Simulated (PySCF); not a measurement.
C₃H₂BrN₃.
SMILES: `Brc1ncncn1`

The calculation used PBE/def2-SVP geometry optimisation, gas phase (PySCF 2.14.0).

Take the most abundant isotopes and a rigid rotor. 

Give the principal moments of inertia and the rotational constants in GHz.

Ia = 79.04, Ib = 485.73, Ic = 564.76 u·Å²; 505379 MHz·u·Å²/I gives 6394, 1040 and 894.9 MHz, that is A = 6.3943, B = 1.0405, C = 0.8949 GHz.

Classify the top.

A near-prolate asymmetric top; Ray's κ = -0.947.

Is it planar, by Δ = Ic − Ia − Ib?

Planar: Δ = Ic − Ia − Ib = 0.00 u·Å². For a rigid frame Δ = −2 Σ m c², so it vanishes when all atoms lie in the ab plane; here none is more than 0.01 Å from it.

Where do the levels up to J = 3 lie, in cm⁻¹?

Above 0(0,0):
J = 1: 1(0,1) 0.0646, 1(1,1) 0.2431, 1(1,0) 0.2480
J = 2: 2(0,2) 0.1936, 2(1,2) 0.3674, 2(1,1) 0.3820, 2(2,1) 0.9177, 2(2,0) 0.9178
J = 3: 3(0,3) 0.3868, 3(1,3) 0.5537, 3(1,2) 0.5829, 3(2,2) 1.1114, 3(2,1) 1.1119, 3(3,1) 2.0165, 3(3,0) 2.0165
The levels of one J sum to (2J + 1)J(J + 1)(A + B + C)/3.

Which lines would a microwave search look for?

The dipole components are |μa| = 0.93 D, |μb| = 0.00 D, |μc| = 0.00 D; the symmetry axis of this C2v structure is a, so μb and μc vanish by symmetry and there are no b-type or c-type lines. Some lines, for components of 0.1 D or more:

```json
{"type": "a", "branch": "Q", "J(Ka,Kc)": "2(1,1) ← 2(1,2)", "MHz": "437", "lower level (cm⁻¹)": "0.367"}
{"type": "a", "branch": "Q", "J(Ka,Kc)": "3(1,2) ← 3(1,3)", "MHz": "874", "lower level (cm⁻¹)": "0.554"}
{"type": "a", "branch": "Q", "J(Ka,Kc)": "4(1,3) ← 4(1,4)", "MHz": "1456", "lower level (cm⁻¹)": "0.802"}
{"type": "a", "branch": "R", "J(Ka,Kc)": "1(0,1) ← 0(0,0)", "MHz": "1935", "lower level (cm⁻¹)": "0.000"}
{"type": "a", "branch": "R", "J(Ka,Kc)": "2(1,2) ← 1(1,1)", "MHz": "3725", "lower level (cm⁻¹)": "0.243"}
{"type": "a", "branch": "R", "J(Ka,Kc)": "2(0,2) ← 1(0,1)", "MHz": "3868", "lower level (cm⁻¹)": "0.065"}
{"type": "a", "branch": "R", "J(Ka,Kc)": "2(1,1) ← 1(1,0)", "MHz": "4016", "lower level (cm⁻¹)": "0.248"}
{"type": "a", "branch": "R", "J(Ka,Kc)": "3(1,3) ← 2(1,2)", "MHz": "5586", "lower level (cm⁻¹)": "0.367"}
{"type": "a", "branch": "R", "J(Ka,Kc)": "3(0,3) ← 2(0,2)", "MHz": "5794", "lower level (cm⁻¹)": "0.194"}
{"type": "a", "branch": "R", "J(Ka,Kc)": "3(2,2) ← 2(2,1)", "MHz": "5806", "lower level (cm⁻¹)": "0.918"}
{"type": "a", "branch": "R", "J(Ka,Kc)": "3(2,1) ← 2(2,0)", "MHz": "5818", "lower level (cm⁻¹)": "0.918"}
{"type": "a", "branch": "R", "J(Ka,Kc)": "3(1,2) ← 2(1,1)", "MHz": "6022", "lower level (cm⁻¹)": "0.382"}
{"type": "a", "branch": "R", "J(Ka,Kc)": "4(1,4) ← 3(1,3)", "MHz": "7444", "lower level (cm⁻¹)": "0.554"}
{"type": "a", "branch": "R", "J(Ka,Kc)": "4(0,4) ← 3(0,3)", "MHz": "7712", "lower level (cm⁻¹)": "0.387"}
{"type": "a", "branch": "R", "J(Ka,Kc)": "4(2,3) ← 3(2,2)", "MHz": "7739", "lower level (cm⁻¹)": "1.111"}
{"type": "a", "branch": "R", "J(Ka,Kc)": "4(3,2) ← 3(3,1)", "MHz": "7747", "lower level (cm⁻¹)": "2.017"}
{"type": "a", "branch": "R", "J(Ka,Kc)": "4(3,1) ← 3(3,0)", "MHz": "7747", "lower level (cm⁻¹)": "2.017"}
{"type": "a", "branch": "R", "J(Ka,Kc)": "4(2,2) ← 3(2,1)", "MHz": "7768", "lower level (cm⁻¹)": "1.112"}
{"type": "a", "branch": "R", "J(Ka,Kc)": "4(1,3) ← 3(1,2)", "MHz": "8026", "lower level (cm⁻¹)": "0.583"}
```

Estimate the classical rotational partition function at 25 K, 100 K and 298.15 K.

Point group C2v, symmetry number σ = 2; q = (√π/σ)·√((kT/h)³/(ABC)), k/h = 20836.6 MHz/K: 4320 at 25 K, 34500 at 100 K, 178000 at 298.15 K.

PBE/def2-SVP frequencies: not computed here. Constants of a rigid frame at the computed geometry: no zero-point averaging, no centrifugal distortion. Quadrupole hyperfine structure (14N, 79Br) is left out.
